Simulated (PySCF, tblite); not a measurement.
Species: C₆H₈F₃P.
Bonds: C1–C2, C2–C3 (double), C3–C4, C4–F5, C4–F6, C4–F7, C3–P8, P8–C9, C9–C10, C2–C10. Hydrogens: H11, H12, H13 on C1; H14 on P8; H15, H16 on C9; H17, H18 on C10.

Computed geometry: GFN2-xTB, gas phase.

Problem. Give the optimised bond lengths and angles.

Solution. 
```json
{"bond": "C1–C2", "length (Å)": "1.489"}
{"bond": "C2=C3", "length (Å)": "1.336"}
{"bond": "C3–C4", "length (Å)": "1.485"}
{"bond": "C4–F5, C4–F6, C4–F7", "length (Å)": "1.347"}
{"bond": "C3–P8", "length (Å)": "1.827"}
{"bond": "P8–C9", "length (Å)": "1.878"}
{"bond": "C9–C10", "length (Å)": "1.538"}
{"bond": "C2–C10", "length (Å)": "1.500"}
{"bond": "C1–H11, C1–H12, C1–H13", "length (Å)": "1.088"}
{"bond": "P8–H14", "length (Å)": "1.405"}
{"bond": "C9–H15, C9–H16", "length (Å)": "1.091"}
{"bond": "C10–H17, C10–H18", "length (Å)": "1.093"}
```

Bonds in one row agree within 0.01 Å and their mean is given. A selection of angles:
```json
{"angle": "C1–C2–C3", "degrees": "126.4"}
{"angle": "C1–C2–C10", "degrees": "118.8"}
{"angle": "C3–C2–C10", "degrees": "114.8"}
{"angle": "C2–C3–C4", "degrees": "125.6"}
{"angle": "C2–C3–P8", "degrees": "116.3"}
{"angle": "C4–C3–P8", "degrees": "118.0"}
{"angle": "C3–C4–F5", "degrees": "111.3"}
{"angle": "C3–C4–F6", "degrees": "113.6"}
{"angle": "F5–C4–F6", "degrees": "106.3"}
{"angle": "C3–P8–C9", "degrees": "88.6"}
{"angle": "P8–C9–C10", "degrees": "109.0"}
{"angle": "C2–C10–C9", "degrees": "109.4"}
```

Torsions: C1–C2–C3–C4 2° (synperiplanar); C2–C3–C4–F5 -177° (antiperiplanar); C2–C3–P8–C9 9° (synperiplanar); C3–P8–C9–C10 -13° (synperiplanar); P8–C9–C10–C2 14° (synperiplanar); C1–C2–C10–C9 172° (antiperiplanar). The mirror-image conformer, all signs reversed, is as good.

The C–P distances run from 1.827 Å (C3–P8, drawn single) to 1.878 Å (P8–C9, drawn single), a spread of 0.051 Å. The 5 C–C bonds span 1.336 Å (C2=C3, drawn double) to 1.538 Å (C9–C10, drawn single), a spread of 0.202 Å. The 5-membered ring C2–C3–P8–C9–C10 has internal angles of 88.6° to 116.3°; it is slightly puckered (a soft mode that the optimisation may not have finished), 0.07 Å rms from its mean plane, widest ring torsion 14°. Of the pairs four or more bonds apart, C4···H11 is among the closest relative to their van der Waals radii: 2.71 Å, 93 % of the sum of Bondi's values. P8 (phosphine phosphorus) is pyramidal (angles 97.3°, 94.7° and 88.6°, sum 280.6°, 0.89 Å off the plane of its three neighbours).

Point group: C1 (no symmetry element, even within 0.4 Å). GFN2-xTB frequencies show an imaginary mode (51i cm⁻¹), so the point is no minimum at that level.
